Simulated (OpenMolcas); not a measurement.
Ionisation energies of nitrogen

* Program: OpenMolcas 26.06
* Basis: ANO-RCC-VTZP [4s3p2d1f]
* Scalar Hamiltonian: DKH2, point nucleus
* Spin-orbit coupling: RASSI with atomic mean-field integrals over the reference wave functions, term energies averaged over their components

Active shells in each charge state: the valence s, p shells, with orbitals averaged over the low states. Where CASPT2's correlated closed shells are named, they are those of the first ion.

A. CASSCF
B. SS-CASPT2, IPEA 0.25 Eh, imaginary shift 0.1 Eh (closed shells correlated: 1s)
C. SS-CASPT2, IPEA 0 Eh, imaginary shift 0.1 Eh (closed shells correlated: 1s)

Energies in eV between the lowest computed levels (charge -1 gives the electron affinity), named as in B; reference values from the NIST Atomic Spectra Database with their kind.

```csv
From,To,A,B,C,Spin-orbit share in B,Reference
N- 2s2 2p4 3P2,N 2s2 2p3 4S* 3/2,-2.516,-1.146,-1.176,+0.004,
N 2s2 2p3 4S* 3/2,N+ 2s2 2p2 3P0,13.358,14.398,14.489,-0.011,14.534 (measured)
N+ 2s2 2p2 3P0,N2+ 2s2 2p 2P* 1/2,28.430,29.368,29.441,-0.003,29.601 (semi-empirical)
N2+ 2s2 2p 2P* 1/2,N3+ 2s2 1S0,46.251,47.162,47.223,+0.014,47.445 (semi-empirical)
N3+ 2s2 1S0,N4+ 2s 2S 1/2,77.297,77.340,77.340,+0.000,77.474 (measured)
N4+ 2s 2S 1/2,N5+ 1s2 1S0,97.748,97.776,97.777,+0.000,97.890 (measured)
```

Error against the reference values, in %:

```csv
From,Reference,A,B,C
N,measured,-8.1,-0.9,-0.3
N+,semi-empirical,-4.0,-0.8,-0.5
N2+,semi-empirical,-2.5,-0.6,-0.5
N3+,measured,-0.2,-0.2,-0.2
N4+,measured,-0.1,-0.1,-0.1
```

Mean absolute error over the 3 measured values: A 0.50 eV, B 0.13 eV, C 0.10 eV. C lies closest.

No diffuse functions were added, so the electron affinity comes out too small, and without dynamic correlation a bound anion can come out unbound.

* marks odd parity.
